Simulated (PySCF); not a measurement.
Method: PySCF 2.14.0 with ωB97X-D3(BJ)/def2-TZVP // B3LYP-D3(BJ)/def2-TZVP. Gas-phase values, no solvent. 

Reference species (SMILES): `[Cl][Ge]([Cl])[Cl]` (neutral, multiplicity 2).

```json
{
  "dipole_moment": "1.33 D"
}
```

Changed species: `[Cl][GeH][Cl]` (radical fragment; the reference has radical fragment).

Task: What does the change do to the dipole moment?

Result: the dipole moment rises by 0.65 D, to 1.98 D.
